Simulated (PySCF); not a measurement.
## Relaxation of triplet AuSBr

Method: UB3LYP/[Au def2-SVP with ECP60, S def2-SVP, Br def2-SVP], scalar-relativistic core potentials, density fitting, no spin–orbit coupling, PySCF. A (50,194) grid was used.

A hand-made bent start, of Cs symmetry, held to at least that symmetry:

```xyz
3
charge 0 multiplicity 3, angstrom
Au   -0.3169    0.0000   -0.4780
S    -2.0781    0.0000    0.7552
Br    1.6327    0.0000    0.8871
```

Question: What does it relax to?

Answer: It ends at C∞v with Au–Br 2.398 Å, Au–S 2.215 Å; Br–Au–S 180.0° (after a last refinement on a finer grid). No frequency check is given, so it may be a saddle point.

Question: How much energy is released, and in how many steps?

Answer: 113.6 kJ/mol in 9 steps.

Open d and f shells are described by one determinant, and the ground state may have another occupation or spin. No spin–orbit coupling is included, which matters more the heavier the element.

The relaxation took of the order of 3 core-minutes on a shared host.
